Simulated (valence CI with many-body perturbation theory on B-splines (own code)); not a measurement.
# Level structure of Te46+

Computed by valence CI with perturbative core correlation (CI+MBPT): four valence electrons over a frozen Dirac-Fock core [He], radial functions for each j: 11 s, 11 p, 10 d, 8 f, 5 g, 2 h, with the one-electron correlation potential Σ1, the two-electron term Σ2, the three-electron term Σ3, Breit, model QED; selected CI, second order for the rest, scaled by the run's own slope (own B-spline code, finite nucleus).

No measured spectrum was set against this ion. As an estimate, large intervals hold to a few tenths of a per cent, small ones and those within an open d or f shell to about a per cent. Among the levels kept, up to 840 cm⁻¹ of a level comes from second order outside the variational space, and about a tenth of that is noise between levels of different J, which matters for small intervals.

Levels 1 to 45 of 205, with energies above the lowest level, (2s^2 2p1/2^2) J=0. "Leading %" is the weight of the configuration and term that name the level; weights of strongly mixed levels are sums over their largest components and can fall short. In the jj column 3d3/2^4 stands for four electrons in 3d with j = 3/2. Lifetimes count E1, E2, E3, M1 and M2 decay at the calculated energies, and are blank where another channel may lead or the interval is too uncertain; long ones can be off by a factor of two.

| No. | Configuration | Term | J | E (eV) | Leading % | g | Lifetime | Leading jj |
| --- | --- | --- | --- | --- | --- | --- | --- | --- |
| 1 | 2s2.2p2 | 3P | 0 | 0.0 | 71 |  |  | 2s^2 2p1/2^2 (99 %) |
| 2 | 2s2.2p2 | 3P | 1 | 279.7 | 100 | 1.485 | 6.90 ns | 2s^2 2p1/2 2p3/2 (100 %) |
| 3 | 2s2.2p2 | 1D | 2 | 294.9 | 62 | 1.170 | 5.61 μs | 2s^2 2p1/2 2p3/2 (100 %) |
| 4 | 2s.2p3 | 3P° | 2 | 455.3 | 44 | 1.586 | 80.3 ps | 2s 2p1/2^2 2p3/2 (97 %) |
| 5 | 2s.2p3 | 3D° | 1 | 513.9 | 37 | 1.072 | 1.58 ps | 2s 2p1/2^2 2p3/2 (98 %) |
| 6 | 2s2.2p2 | 3P | 2 | 586.4 | 62 | 1.295 | 2.48 ns | 2s^2 2p3/2^2 (99 %) |
| 7 | 2s2.2p2 | 1S | 0 | 624.9 | 70 |  | 1.86 ns | 2s^2 2p3/2^2 (98 %) |
| 8 | 2s.2p3 | 3D° | 2 | 720.9 | 48 | 1.536 | 7.22 ps | 2s 2p1/2 2p3/2^2 (98 %) |
| 9 | 2s.2p3 | 3D° | 3 | 754.4 | 100 | 1.315 | 7.75 ps | 2s 2p1/2 2p3/2^2 (100 %) |
| 10 | 2s.2p3 | 3P° | 0 | 789.5 | 100 |  | 1.92 ps | 2s 2p1/2 2p3/2^2 (100 %) |
| 11 | 2s.2p3 | 3S° | 1 | 803.4 | 42 | 1.290 | 1.04 ps | 2s 2p1/2 2p3/2^2 (98 %) |
| 12 | 2s.2p3 | 1D° | 2 | 813.6 | 72 | 1.077 | 1.03 ps | 2s 2p1/2 2p3/2^2 (98 %) |
| 13 | 2s.2p3 | 3P° | 1 | 817.3 | 51 | 1.363 | 1.27 ps | 2s 2p1/2 2p3/2^2 (98 %) |
| 14 | 2p4 | 3P | 2 | 1003.6 | 70 | 1.337 | 1.07 ps | 2p1/2^2 2p3/2^2 (99 %) |
| 15 | 2p4 | 1S | 0 | 1045.7 | 60 |  | 868 fs | 2p1/2^2 2p3/2^2 (98 %) |
| 16 | 2s.2p3 | 3P° | 2 | 1070.4 | 52 | 1.399 | 1.96 ps | 2s 2p3/2^3 (98 %) |
| 17 | 2s.2p3 | 1P° | 1 | 1124.8 | 42 | 1.207 | 733 fs | 2s 2p3/2^3 (98 %) |
| 18 | 2p4 | 3P | 1 | 1292.3 | 100 | 1.485 | 671 fs | 2p1/2 2p3/2^3 (100 %) |
| 19 | 2p4 | 1D | 2 | 1308.3 | 71 | 1.128 | 736 fs | 2p1/2 2p3/2^3 (100 %) |
| 20 | 2p4 | 3P | 0 | 1618.3 | 60 |  | 511 fs | 2p3/2^4 (99 %) |
| 21 | 2s2.2p.3s | 3P° | 0 | 4626.5 | 99 |  | 23.5 fs | 2s^2 2p1/2 3s (99 %) |
| 22 | 2s2.2p.3s | 3P° | 1 | 4629.1 | 67 | 1.324 | 18.4 fs | 2s^2 2p1/2 3s (99 %) |
| 23 | 2s2.2p.3p | 3D | 1 | 4680.2 | 73 | 0.654 | 1.72 ps | 2s^2 2p1/2 3p1/2 (99 %) |
| 24 | 2s2.2p.3p | 3P | 0 | 4708.2 | 69 |  | 527 fs | 2s^2 2p1/2 3p1/2 (98 %) |
| 25 | 2s2.2p.3p | 3P | 1 | 4767.4 | 30 | 1.679 | 60.3 fs | 2s^2 2p1/2 3p3/2 (64 %) |
| 26 | 2s2.2p.3p | 3D | 2 | 4778.3 | 55 | 1.160 | 1.11 ps | 2s^2 2p1/2 3p3/2 (99 %) |
| 27 | 2s.2p2.3s | 5P | 1 | 4795.1 | 35 | 1.916 | 38.8 fs | 2s 2p1/2^2 3s (62 %) |
| 28 | 2s.2p2.3s | 3P | 0 | 4808.2 | 72 |  | 25.7 fs | 2s 2p1/2^2 3s (97 %) |
| 29 | 2s2.2p.3d | 3F° | 2 | 4822.7 | 74 | 0.754 | 16.5 fs | 2s^2 2p1/2 3d3/2 (99 %) |
| 30 | 2s2.2p.3d | 3D° | 1 | 4834.7 | 28 | 1.084 | 2.11 fs | 2s^2 2p1/2 3d3/2 (55 %) |
| 31 | 2s.2p2.3p | 5D° | 0 | 4842.3 | 51 |  | 347 fs | 2s 2p1/2^2 3p1/2 (97 %) |
| 32 | 2s2.2p.3d | 3D° | 1 | 4849.7 | 24 | 1.183 | 10.8 fs | 2s 2p1/2^2 3p1/2 (53 %) |
| 33 | 2s2.2p.3d | 3P° | 2 | 4856.4 | 46 | 1.281 | 2.80 fs | 2s^2 2p1/2 3d5/2 (98 %) |
| 34 | 2s2.2p.3d | 3F° | 3 | 4859.2 | 49 | 1.106 | 3.13 fs | 2s^2 2p1/2 3d5/2 (99 %) |
| 35 | 2s2.2p.3s | 3P° | 2 | 4928.8 | 92 | 1.488 | 32.2 fs | 2s^2 2p3/2 3s (92 %) |
| 36 | 2s2.2p.3s | 1P° | 1 | 4934.6 | 63 | 1.142 | 14.2 fs | 2s^2 2p3/2 3s (94 %) |
| 37 | 2s.2p2.3p | 3P° | 2 | 4937.2 | 32 | 1.543 | 171 fs | 2s 2p1/2^2 3p3/2 (90 %) |
| 38 | 2s.2p2.3p | 3D° | 1 | 4941.4 | 33 | 1.095 | 7.53 fs | 2s 2p1/2^2 3p3/2 (92 %) |
| 39 | 2s.2p2.3d | 5F | 1 | 4980.3 | 44 | 0.429 | 22.3 fs | 2s 2p1/2^2 3d3/2 (97 %) |
| 40 | 2s.2p2.3d | 3D | 2 | 4984.4 | 29 | 1.170 | 13.7 fs | 2s 2p1/2^2 3d3/2 (90 %) |
| 41 | 2s2.2p.3p | 3P | 1 | 4993.1 | 51 | 1.449 | 491 fs | 2s^2 2p3/2 3p1/2 (96 %) |
| 42 | 2s2.2p.3p | 3D | 2 | 4995.8 | 43 | 1.178 | 453 fs | 2s^2 2p3/2 3p1/2 (95 %) |
| 43 | 2s.2p2.3d | 3D | 3 | 5012.2 | 31 | 1.365 | 3.15 fs | 2s 2p1/2^2 3d5/2 (96 %) |
| 44 | 2s.2p2.3d | 3F | 2 | 5026.7 | 34 | 0.999 | 3.33 fs | 2s 2p1/2^2 3d5/2 (90 %) |
| 45 | 2s.2p2.3s | 5P | 2 | 5039.8 | 85 | 1.745 | 34.4 fs | 2s 2p1/2 2p3/2 3s (97 %) |

The ionisation energy to 2s2.2p 2P°_1/2 of the next ion comes out as 8240.7 eV (NIST: 8240 ± 4 eV (theoretical)). All 205 levels together are meant to be complete up to 5791.0 eV.
